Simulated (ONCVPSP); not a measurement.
# Before and after: ONCV potential for Cr

- Element: chromium (Cr)
- Generator: ONCVPSP 4.0.1
- Type: optimised norm-conserving Vanderbilt (ONCV)
- Functional: PBEsol
- Relativity: scalar-relativistic
- Frozen core: [Ne]
- Valence charge: 14
- Reference configuration: 3s2 3p6 3d5 4s1
- Partial waves: 3s+4s: rc 1.55 bohr, ncon 4, nbas 8, qcut 7.7 1/bohr, 2 projectors; 3p: rc 1.35 bohr, ncon 4, nbas 7, qcut 10.1 1/bohr, 1 projector; 3d: rc 1.15 bohr, ncon 4, nbas 9, qcut 13.1 1/bohr, 2 projectors, debl 0.8 Ha
- Local potential: polynomial inside 0.90 bohr (lpopt 2, dvloc0 0 Ha)
- Core correction: Teter function, fcfact 4.5, rcfact 1.6

Change: all radii but the core radius scaled by about 0.92 (s 1.42, p 1.24, d 1.06 bohr); local potential polynomial inside 0.82 bohr (lpopt 2, dvloc0 0 Ha).

Cutoffs: the cutoffs (Ha) at which the residual kinetic energy of the hardest occupied pseudo-wave falls to 1 and 0.1 mHa per electron; they do not see the model core or the augmentation charge, which bear on the density cutoff. Errors are all-electron minus pseudo energies relative to the spin-unpolarised reference configuration.

Problem. How do hardness, ghosts and transferability respond?

Solution. The potential gets neither clearly harder nor softer (64 Ha and 74 Ha → 68 Ha and 79 Ha); the d channel sets the loose cutoff, while the largest relative change is in s, which becomes harder; of the 3 tests that both files solve, the error grows in 1 and shrinks in 0 by more than 15 % and 0.3 meV (median size 0.6 → 0.5 meV); neither file shows a bound ghost.

```csv
quantity,base,changed
"cutoff, loose",64 Ha,68 Ha
"cutoff, tight",74 Ha,79 Ha
loose cutoff by channel,"s 19 Ha, p 27 Ha, d 64 Ha","s 22 Ha, p 26 Ha, d 68 Ha"
bound ghosts,none,none
GHOST(+) flags under 300 eV,none,none
tests with a reliable result,3 of 4,3 of 4
"error for 3s2 3p6 3d5 4s0, meV [ΔE 6.87 eV]",+0.6,+0.5
"error for 3s2 3p6 3d4 4s0, meV [ΔE 22.89 eV]",+0.1,+0.4
"error for 3s2 3p6 3d4 4s1, meV [ΔE 8.01 eV]",+2.9,+2.9
"rms error of d²Exc/dni dnj with the model core, mHa",2.02,1.92
```
